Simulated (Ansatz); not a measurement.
Born–Oppenheimer molecular dynamics of CH5GaO (8 atoms, charge 0, multiplicity 1). It goes on from the last frame of an earlier run, with new velocities.

Computed with Ansatz, RKS BHLYP/def2-SVP.

| Quantity | Value |
| --- | --- |
| ensemble | NVE (velocity Verlet) |
| time step | 0.5 fs |
| steps asked | 150 |
| starting velocities drawn for | 1500 K |
| seed | 391099 |

First frame:

```xyz
8
Properties=species:S:1:pos:R:3
Ga -0.049 -0.079 -0.098
O 0.050 0.048 1.712
H -0.870 0.218 2.005
C 1.681 0.029 -0.987
H 1.818 -0.692 -1.720
H 2.067 1.033 -1.125
H 2.339 -0.413 -0.176
H -1.380 -0.539 -0.845
```

Q: What does the run give?

A: The run went to its last step.

```json
{"steps done": "150", "time covered": "75 fs", "mean temperature over the second half": "1023 K", "spread of the potential energy over the second half": "26.3 meV per atom", "mean potential energy of the second half above the start": "46.5 meV per atom"}
```

The conserved energy stayed within 0.6 meV per atom of its start (net change 0.051 meV per atom), so the integration is sound. A run of 0.075 ps of so small a system gives no equilibrium averages.

Q: What happens to the structure?

A: The same pairs are bonded in the first frame and the last. Pairs count as bonded within 1.25 times the sum of covalent radii (0.12 Å more for H–H). This is one draw of velocities; another would differ in detail.

Q: How do temperature and energy run in time?

A: 
```
time (fs)  T (K)  potential energy less start (eV)  conserved less start (meV/atom)
        0   1500                             0.000                             0.00
      2.5   1498                             0.004                             0.29
        5   1207                             0.228                             0.09
      7.5    792                             0.552                             0.36
       10    819                             0.531                             0.36
     12.5    988                             0.397                             0.00
       15    794                             0.549                             0.23
     17.5    762                             0.574                             0.26
       20    884                             0.481                             0.45
     22.5   1369                             0.100                            -0.13
       25   1315                             0.146                             0.25
     27.5   1154                             0.270                             0.21
       30    751                             0.584                             0.41
     32.5    911                             0.456                            -0.13
       35    545                             0.745                             0.59
     37.5    691                             0.628                            -0.02
       40    472                             0.801                             0.45
     42.5    864                             0.495                             0.19
       45   1099                             0.313                             0.31
     47.5   1350                             0.116                            -0.01
       50   1302                             0.156                             0.28
     52.5   1360                             0.111                             0.34
       55   1333                             0.129                            -0.07
     57.5    820                             0.531                             0.41
       60    814                             0.534                             0.22
     62.5    706                             0.619                             0.36
       65    932                             0.442                             0.16
     67.5   1019                             0.374                             0.12
       70   1079                             0.328                             0.22
     72.5   1160                             0.266                             0.36
       75   1453                             0.037                             0.05
```

Run time: 9.4 min on 1 thread of Arm Neoverse V1, with other jobs on the host, peak memory 0.16 GiB.
